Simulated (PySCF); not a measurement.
**Te⁺ (tellurium, charge +1): UHF calculation**

Configuration: [Kr] 4d10 5s2 5p3, high-spin 4S determinant. Calculation: PySCF 2.14, in def2-QZVPPD with the def2 core potential (28 electrons) (8s7p5d4f1g, 91 functions); a scalar-relativistic core potential.

```
Total energy             : -266.722714 hartree
One-electron energy      : -459.0584 hartree
Hartree (Coulomb) energy : 211.9224 hartree
Exchange energy          : -19.5867 hartree
⟨S²⟩                     : 3.7519
⟨L²⟩                     : 0.000
Sum of ⟨r⟩               : 27.88 bohr
Sum of ⟨r²⟩              : 47.37 bohr²
```

```json
{"shell": "4s α", "electrons": "1", "mean orbital energy (hartree)": "-7.46893", "rms radius, mean of both spins (bohr)": "0.820"}
{"shell": "4s β", "electrons": "1", "mean orbital energy (hartree)": "-7.44835", "rms radius, mean of both spins (bohr)": "0.820"}
{"shell": "4p α", "electrons": "3", "mean orbital energy (hartree)": "-5.43362", "rms radius, mean of both spins (bohr)": "0.882"}
{"shell": "4p β", "electrons": "3", "mean orbital energy (hartree)": "-5.41304", "rms radius, mean of both spins (bohr)": "0.882"}
{"shell": "4d α", "electrons": "5", "mean orbital energy (hartree)": "-2.28684", "rms radius, mean of both spins (bohr)": "1.04"}
{"shell": "4d β", "electrons": "5", "mean orbital energy (hartree)": "-2.26973", "rms radius, mean of both spins (bohr)": "1.04"}
{"shell": "5s α", "electrons": "1", "mean orbital energy (hartree)": "-1.16697", "rms radius, mean of both spins (bohr)": "2.21"}
{"shell": "5s β", "electrons": "1", "mean orbital energy (hartree)": "-0.90336", "rms radius, mean of both spins (bohr)": "2.21"}
{"shell": "5p α", "electrons": "3", "mean orbital energy (hartree)": "-0.69219", "rms radius, mean of both spins (bohr)": "2.63"}
```

Energies and moments cover only the electrons outside the core potential.
